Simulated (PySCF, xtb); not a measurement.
SiClI, SMILES Cl[Si]I (connectivity only; charge and spin as stated), neutral, multiplicity 1.

Harmonic wavenumbers (cm⁻¹) from GFN2-xTB (xtb) at its own minimum, in rising order: 138, 371, 457.

What does B3LYP-D3(BJ)/def2-TZVP in PySCF give at its own minimum? (Estimate from the structure and the level; the computed values follow.)

136, 335, 496. Paired by order, the mean absolute difference is 26 cm⁻¹ and the zero-point energies are 1.4 and 1.4 kcal/mol.
